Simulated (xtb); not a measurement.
xtb input (GFN1-xTB):

```bash
xtb mol.xyz --gfn 1 --sp --chrg 0 --uhf 0
```
mol.xyz:
```
15

C     -2.62117578     1.05090823     0.28303759
Si    -1.58644218    -0.41117431    -0.22670117
O     -0.00183731    -0.04852296    -0.00609514
Si     1.55735521    -0.54050002    -0.14032518
C      2.67893460     0.83088076     0.43375136
H     -2.37677342     1.92952066    -0.31709700
H     -3.68369104     0.83347420     0.14955717
H     -2.45497995     1.29828014     1.33329705
H     -1.93496124    -1.60231786     0.58783129
H     -1.82024230    -0.73951119    -1.65551018
H      1.76075330    -1.75697105     0.68589372
H      1.84260834    -0.88586947    -1.55571707
H      2.53732585     1.72880951    -0.17084168
H      3.72594469     0.52879274     0.35283021
H      2.47937864     1.08668274     1.47615293
```

End of the output:

```
         :::::::::::::::::::::::::::::::::::::::::::::::::::::
         ::                     SUMMARY                     ::
         :::::::::::::::::::::::::::::::::::::::::::::::::::::
         :: total energy             -18.194986397394 Eh    ::
         :: gradient norm              0.042123584937 Eh/a0 ::
         :: HOMO-LUMO gap              7.052379513841 eV    ::
         ::.................................................::
         :: SCC energy               -18.377561799526 Eh    ::
         :: -> electrostatic           0.028616229398 Eh    ::
         :: repulsion energy           0.187618330798 Eh    ::
         :: dispersion energy         -0.005042928666 Eh    ::
         :: halogen bond corr.         0.000000000000 Eh    ::
         :: add. restraining           0.000000000000 Eh    ::
         :: total charge               0.000000000000 e     ::
         :::::::::::::::::::::::::::::::::::::::::::::::::::::

           -------------------------------------------------
          |                Property Printout                |
           -------------------------------------------------

    * Orbital Energies and Occupations

         #    Occupation            Energy/Eh            Energy/eV
      -------------------------------------------------------------
         1        2.0000           -0.7631360             -20.7660
       ...           ...                  ...                  ...
         4        2.0000           -0.5994805             -16.3127
         5        2.0000           -0.5759328             -15.6719
         6        2.0000           -0.5582539             -15.1909
         7        2.0000           -0.5381454             -14.6437
         8        2.0000           -0.5243968             -14.2696
         9        2.0000           -0.5053204             -13.7505
        10        2.0000           -0.5035015             -13.7010
        11        2.0000           -0.5025862             -13.6761
        12        2.0000           -0.4990570             -13.5800
        13        2.0000           -0.4465261             -12.1506
        14        2.0000           -0.4418173             -12.0225
        15        2.0000           -0.4330008             -11.7826
        16        2.0000           -0.4277742             -11.6403 (HOMO)
        17                         -0.1686040              -4.5879 (LUMO)
        18                         -0.1545997              -4.2069
        19                         -0.1529231              -4.1612
        20                         -0.1391466              -3.7864
        21                         -0.1229539              -3.3457
        22                         -0.1076191              -2.9285
        23                         -0.1014729              -2.7612
        24                         -0.0811191              -2.2074
        25                         -0.0516577              -1.4057
        26                         -0.0491546              -1.3376
        27                         -0.0473998              -1.2898
       ...                                ...                  ...
        50                          1.4474287              39.3865
      -------------------------------------------------------------
                  HL-Gap            0.2591702 Eh            7.0524 eV
             Fermi-level           -0.2981891 Eh           -8.1141 eV

  Mulliken/CM5 charges         n(s)   n(p)   n(d)
     1C    -0.18874 -0.29537   0.999  3.189  0.000
     2Si    0.37693  0.16095   1.176  1.671  0.776
     3O    -0.37302 -0.39435   1.640  4.733  0.000
     4Si    0.37693  0.16096   1.176  1.671  0.776
     5C    -0.18874 -0.29537   0.999  3.189  0.000
     6H     0.05252  0.10786   0.947  0.000  0.000
     7H     0.04237  0.09698   0.958  0.000  0.000
     8H     0.05262  0.10798   0.947  0.000  0.000
     9H    -0.07455  0.00943   1.075  0.000  0.000
    10H    -0.07463  0.00935   1.075  0.000  0.000
    11H    -0.07456  0.00942   1.075  0.000  0.000
    12H    -0.07463  0.00935   1.075  0.000  0.000
    13H     0.05255  0.10791   0.947  0.000  0.000
    14H     0.04237  0.09698   0.958  0.000  0.000
    15H     0.05257  0.10793   0.947  0.000  0.000

Wiberg/Mayer (AO) data.
largest (>0.10) Wiberg bond orders for each atom

 ---------------------------------------------------------------------------
     #   Z sym  total        # sym  WBO       # sym  WBO       # sym  WBO
 ---------------------------------------------------------------------------
     1   6 C    3.947 --     2 Si   1.071     7 H    0.943     6 H    0.936
                             8 H    0.936
     2  14 Si   4.439 --     3 O    1.247     1 C    1.071     9 H    0.935
                            10 H    0.934
     3   8 O    2.554 --     4 Si   1.247     2 Si   1.247
     4  14 Si   4.439 --     3 O    1.247     5 C    1.071    11 H    0.935
                            12 H    0.934
     5   6 C    3.947 --     4 Si   1.071    14 H    0.943    13 H    0.936
                            15 H    0.936
     6   1 H    0.998 --     1 C    0.936
     7   1 H    0.997 --     1 C    0.943
     8   1 H    0.998 --     1 C    0.936
     9   1 H    0.990 --     2 Si   0.935
    10   1 H    0.990 --     2 Si   0.934
    11   1 H    0.990 --     4 Si   0.935
    12   1 H    0.990 --     4 Si   0.934
    13   1 H    0.998 --     5 C    0.936
    14   1 H    0.997 --     5 C    0.943
    15   1 H    0.998 --     5 C    0.936
 ---------------------------------------------------------------------------

Topologies differ in total number of bonds
Writing topology from bond orders to xtbtopo.mol

 dipole moment from electron density (au)
     X       Y       Z
   0.0154   0.5012   0.1882  total (Debye):    1.361

           -------------------------------------------------
          | TOTAL ENERGY              -18.194986397394 Eh   |
          | GRADIENT NORM               0.042123584937 Eh/α |
          | HOMO-LUMO GAP               7.052379513841 eV   |
           -------------------------------------------------

------------------------------------------------------------------------
------------------------------------------------------------------------
 total:
 SCF:
Note: The following floating-point exceptions are signalling: IEEE_DENORMAL
normal termination of xtb
```
